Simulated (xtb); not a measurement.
H$_{2}$Te, charge +1, doublet, geometry from GFN2-xTB (a state made from the parent by changing its charge; the spin is typed, not shown lowest); xtb with GFN2-xTB.

xtb was given this input:
```
$ xtb mol.xyz --gfn 2 --chrg 1 --uhf 1 --hess --json

# file mol.xyz
3

Te    -0.00025533     0.04223806     0.00196862
H     -1.17931590    -1.10419009    -0.07625629
H      1.19259301    -1.09218903    -0.02611171
```

Output, abridged:

```
   ID    Z sym.   atoms
    1   52 Te     1
    2    1 H      2, 3

           -------------------------------------------------
          |                Calculation Setup                |
           -------------------------------------------------

           -------------------------------------------------
          |                 G F N 2 - x T B                 |
           -------------------------------------------------

          ...................................................
          :                      SETUP                      :
          :.................................................:
          :  # basis functions                  12          :
          :  # atomic orbitals                  11          :
          :  # shells                            5          :
          :  # electrons                         7          :
          :  max. iterations                   250          :
          :  Hamiltonian                  GFN2-xTB          :
          :  restarted?                      false          :
          :  GBSA solvation                  false          :
          :  PC potential                    false          :
          :  electronic temp.          300.0000000     K    :
          :  accuracy                    1.0000000          :
          :  -> integral cutoff          0.2500000E+02      :
          :  -> integral neglect         0.1000000E-07      :
          :  -> SCF convergence          0.1000000E-05 Eh   :
          :  -> wf. convergence          0.1000000E-03 e    :
          :  Broyden damping             0.4000000          :
          :  net charge                          1          :
          :  unpaired electrons                  1          :
          ...................................................

 iter      E             dE          RMSdq      gap      omega  full diag
   1     -3.4732082 -0.347321E+01  0.179E+01    5.42       0.0  T
   2     -3.5586617 -0.854535E-01  0.665E+00    4.45       1.0  T
   3     -3.5639208 -0.525910E-02  0.552E+00    4.75       1.0  T
   4     -3.5687980 -0.487719E-02  0.698E-01    4.53       1.0  T
   5     -3.5689451 -0.147127E-03  0.221E-01    4.58       1.0  T
   6     -3.5689608 -0.157274E-04  0.599E-03    4.57       9.6  T
   7     -3.5689608  0.113283E-07  0.610E-03    4.57       9.5  T
   8     -3.5689608 -0.144803E-07  0.354E-04    4.57     163.0  T
   9     -3.5689608 -0.111642E-09  0.873E-05    4.57     661.4  T

[...]
         :: total energy              -3.559150660829 Eh    ::
[...]
          :  symmetry                              c2v      :
          :  rotational number                       2      :
          :  scaling factor                  1.0000000      :
          :  rotor cutoff                   50.0000000 cm⁻¹ :
          :  imag. cutoff                  -20.0000000 cm⁻¹ :
          :.................................................:

    mode    ω/cm⁻¹     T·S(HO)/kcal·mol⁻¹    T·S(FR)/kcal·mol⁻¹   T·S(vib)
   ------------------------------------------------------------------------
   ------------------------------------------------------------------------

   temp. (K)  partition function   enthalpy   heat capacity  entropy
                                   cal/mol     cal/K/mol   cal/K/mol   J/K/mol
 298.15  VIB   1.03                   56.631      0.744      0.240
         ROT   241.                  888.752      2.981     13.880
         INT   247.                  945.384      3.724     14.120
         TR   0.143E+28             1481.254      4.968     40.473
         TOT                        2426.6377     8.6926    54.5931   228.4174

       T/K    H(0)-H(T)+PV         H(T)/Eh          T*S/Eh         G(T)/Eh
   ------------------------------------------------------------------------
    298.15    0.386709E-02    0.141684E-01    0.259389E-01   -0.117705E-01
   ------------------------------------------------------------------------

         :::::::::::::::::::::::::::::::::::::::::::::::::::::
         ::                  THERMODYNAMIC                  ::
         :::::::::::::::::::::::::::::::::::::::::::::::::::::
         :: total free energy          -3.570921138685 Eh   ::
         ::.................................................::
         :: total energy               -3.559150660829 Eh   ::
         :: zero point energy           0.010301351794 Eh   ::
         :: G(RRHO) w/o ZPVE           -0.022071829649 Eh   ::
         :: G(RRHO) contrib.           -0.011770477855 Eh   ::
         :::::::::::::::::::::::::::::::::::::::::::::::::::::

           -------------------------------------------------
          | TOTAL ENERGY               -3.559150660829 Eh   |
          | TOTAL ENTHALPY             -3.544982215683 Eh   |
          | TOTAL FREE ENERGY          -3.570921138685 Eh   |
          | GRADIENT NORM               0.000016945963 Eh/α |
          | HOMO-LUMO GAP               4.570255235081 eV   |
           -------------------------------------------------

normal termination of xtb
```
